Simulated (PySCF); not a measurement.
C$_{2}$H$_{8}$Si$_{2}$, charge -1, doublet, at the geometry of the source list (a state made from the parent by changing its charge; the spin is typed, not shown lowest) (in this run its highest filled SCF level lies above zero, so its values depend strongly on the basis, on diffuse functions most of all); MP2/6-31G** run with PySCF.

Input for PySCF:
```python
from pyscf import gto, scf, mp

mol = gto.Mole()
mol.atom = '''
    C     0.255200    0.360500    1.252100
    Si    1.347300   -0.249000   -0.203200
    C    -0.259600   -0.389800   -1.242300
    Si   -1.342500    0.281200    0.192500
    H     0.505500    1.346900    1.631900
    H     0.250600   -0.304700    2.112200
    H     2.304600    0.741400   -0.698700
    H     2.037500   -1.520200    0.036800
    H    -0.274600    0.210000   -2.147900
    H    -0.504300   -1.405000   -1.545600
    H    -1.959900    1.582100   -0.071400
    H    -2.360000   -0.653400    0.683600
'''
mol.basis = '6-31g**'
mol.charge = -1
mol.spin = 1
mol.verbose = 4
mol.build()

mf = scf.UHF(mol)
mf.kernel()

pt = mp.MP2(mf)
pt.kernel()
print('E(MP2) = %.10f' % pt.e_tot)
```

**Question.** Write the output that PySCF gives for this input, abridged.

**Answer.** 
```
PySCF version 2.14.0

[INPUT] verbose = 4
[INPUT] num. atoms = 12
[INPUT] num. electrons = 49
[INPUT] charge = -1
[INPUT] spin (= nelec alpha-beta = 2S) = 1
[INPUT] symmetry False subgroup None
[INPUT] Mole.unit = angstrom
[INPUT] Symbol           X                Y                Z      unit          X                Y                Z       unit  Magmom
[INPUT]  1 C      0.255200000000   0.360500000000   1.252100000000 AA    0.482258106989   0.681246267906   2.366126080568 Bohr   0.0
[INPUT]  2 Si     1.347300000000  -0.249000000000  -0.203200000000 AA    2.546028007627  -0.470541805017  -0.383992348512 Bohr   0.0
[INPUT]  3 C     -0.259600000000  -0.389800000000  -1.242300000000 AA   -0.490572901937  -0.736615243355  -2.347606764547 Bohr   0.0
[INPUT]  4 Si    -1.342500000000   0.281200000000   0.192500000000 AA   -2.536957322229   0.531390986228   0.363772278979 Bohr   0.0
[INPUT]  5 H      0.505500000000   1.346900000000   1.631900000000 AA    0.955256555968   2.545272117177   3.083844062678 Bohr   0.0
[INPUT]  6 H      0.250600000000  -0.304700000000   2.112200000000 AA    0.473565366816  -0.575799550155   3.991479520306 Bohr   0.0
[INPUT]  7 H      2.304600000000   0.741400000000  -0.698700000000 AA    4.355062826673   1.401042948753  -1.320351643234 Bohr   0.0
[INPUT]  8 H      2.037500000000  -1.520200000000   0.036800000000 AA    3.850316978801  -2.872761654564   0.069541921384 Bohr   0.0
[INPUT]  9 H     -0.274600000000   0.210000000000  -2.147900000000 AA   -0.518918793806   0.396842486159  -4.058942742953 Bohr   0.0
[INPUT] 10 H     -0.504300000000  -1.405000000000  -1.545600000000 AA   -0.952988884618  -2.655065205014  -2.920760698128 Bohr   0.0
[INPUT] 11 H     -1.959900000000   1.582100000000  -0.071400000000 AA   -3.703674231535   2.989735701674  -0.134926445294 Bohr   0.0
[INPUT] 12 H     -2.360000000000  -0.653400000000   0.683600000000 AA   -4.459753653974  -1.234747049791   1.291816778753 Bohr   0.0

nuclear repulsion = 217.245328447327
number of shells = 52
number of NR pGTOs = 212
number of NR cGTOs = 104
basis = 6-31g**
ecp = {}

******** <class 'pyscf.scf.uhf.UHF'> ********
method = UHF
initial guess = minao
damping factor = 0
level_shift factor = 0
DIIS = <class 'pyscf.scf.diis.CDIIS'>
diis_start_cycle = 1
diis_space = 8
diis_damp = 0
SCF conv_tol = 1e-09
SCF conv_tol_grad = None
SCF max_cycles = 50
direct_scf = True
direct_scf_tol = 1e-13
number electrons alpha = 25  beta = 24
Set gradient conv threshold to 3.16228e-05
init E= -658.490485202667

cycle= 1 E= -658.070871856516  delta_E= 0.42  |g|= 0.235  |ddm|= 2.91
cycle= 2 E= -658.113680603673  delta_E= -0.0428  |g|= 0.0865  |ddm|= 0.52
cycle= 3 E= -658.119239063039  delta_E= -0.00556  |g|= 0.037  |ddm|= 0.205
cycle= 4 E= -658.120395705947  delta_E= -0.00116  |g|= 0.00662  |ddm|= 0.0918
cycle= 5 E= -658.120495281597  delta_E= -9.96e-05  |g|= 0.00326  |ddm|= 0.04
cycle= 6 E= -658.120523439085  delta_E= -2.82e-05  |g|= 0.0015  |ddm|= 0.0208
cycle= 7 E= -658.120529716304  delta_E= -6.28e-06  |g|= 0.00052  |ddm|= 0.00971
cycle= 8 E= -658.120530421357  delta_E= -7.05e-07  |g|= 0.000175  |ddm|= 0.00264
cycle= 9 E= -658.120530496007  delta_E= -7.47e-08  |g|= 6.15e-05  |ddm|= 0.000875
cycle= 10 E= -658.120530505017  delta_E= -9.01e-09  |g|= 2.16e-05  |ddm|= 0.000346
cycle= 11 E= -658.120530506035  delta_E= -1.02e-09  |g|= 7.53e-06  |ddm|= 8.64e-05
cycle= 12 E= -658.120530506157  delta_E= -1.22e-10  |g|= 1.6e-06  |ddm|= 3.14e-05
Extra cycle  E= -658.120530506154  delta_E= 2.5e-12  |g|= 8.66e-07  |ddm|= 6.68e-06
converged SCF energy = -658.120530506154  <S^2> = 0.77244582  2S+1 = 2.0223213

******** <class 'pyscf.mp.ump2.UMP2'> ********
nocc = (np.int64(25), np.int64(24)), nmo = (104, 104)
E(UMP2) = -658.634138862484  E_corr = -0.513608356329735
E(SCS-UMP2) = -658.637594671429  E_corr = -0.517064165274395
E_corr(same-spin) = -0.114537533447639
E_corr(oppo-spin) = -0.399070822882096
E(MP2) = -658.6341388625
```
